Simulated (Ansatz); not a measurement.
Geometry optimisation, UKS PBE/def2-SVP (Ansatz 0.2.0).

Input file:

```yaml
crystal:
  periodic: [false, false, false]
  atoms:
    - { symbol: Zr, position_ang: [-0.303571, 0.552475, 0.061772] }
    - { symbol: C, position_ang: [1.197469, -1.235233, -0.723164] }
    - { symbol: O, position_ang: [0.503784, 1.603844, -1.374269] }
    - { symbol: H, position_ang: [1.112389, 0.920549, -1.735443] }
    - { symbol: "N", position_ang: [0.231009, 1.024735, 1.981453] }
    - { symbol: "N", position_ang: [-2.234873, -0.077536, -0.197416] }
    - { symbol: H, position_ang: [2.25921, -0.89434, -0.731823] }
    - { symbol: H, position_ang: [1.150387, -2.139774, -0.074736] }
    - { symbol: H, position_ang: [0.911514, -1.548521, -1.752991] }
    - { symbol: H, position_ang: [-0.222654, 0.705715, 2.849777] }
    - { symbol: H, position_ang: [1.011562, 1.635988, 2.255141] }
    - { symbol: H, position_ang: [-2.761886, -0.078557, -1.08233] }
    - { symbol: H, position_ang: [-2.854241, -0.469347, 0.524128] }
magnetization:
  spin_polarized: true
basis:
  gaussian: { orbitals: def2-SVP }
hamiltonian:
  xc: pbe
relax:
  f_tol: 0.03
  max_steps: 50
```

Command:

```bash
$ ansatz run input.yaml --threads 4 --pin off --max-ram 5120MiB --backend cpu --events-out ev --progress --plain --runs-dir out
```

Task: Where does it end, and by what steps?

Result: The run converged. After 11 steps the energy has fallen by 0.450 eV; H4 moved furthest, 1.40 Å. Parted: Zr1–H4 (2.32 → 2.89 Å).

| step | energy less start (eV) | largest force component (eV/Å) | accepted |
| --- | --- | --- | --- |
| 0 | 0.0000 | 1.011 | yes |
| 1 | -0.1060 | 1.440 | yes |
| 2 | -0.2828 | 0.560 | yes |
| 3 | -0.3292 | 0.300 | yes |
| 4 | -0.3729 | 0.284 | yes |
| 5 | -0.4129 | 0.318 | yes |
| 6 | -0.4346 | 0.179 | yes |
| 7 | -0.4431 | 0.390 | yes |
| 8 | -0.4294 | 1.136 | no |
| 9 | -0.4482 | 0.054 | yes |
| 10 | -0.4492 | 0.053 | yes |
| 11 | -0.4501 | 0.020 | yes |

```xyz
13
Properties=species:S:1:pos:R:3
Zr -0.122 0.444 -0.091
C 1.061 -1.443 -0.465
O 0.465 1.718 -1.422
H 0.858 2.239 -2.134
N 0.352 0.954 1.839
N -2.077 -0.146 -0.287
H 2.156 -1.264 -0.370
H 0.806 -2.258 0.249
H 0.878 -1.844 -1.488
H -0.060 0.542 2.687
H 1.010 1.681 2.146
H -2.693 0.004 -1.096
H -2.634 -0.627 0.431
```

Time of the run: 59 s on 4 threads of Arm Neoverse N1, with other jobs on the host, peak memory 0.24 GiB.
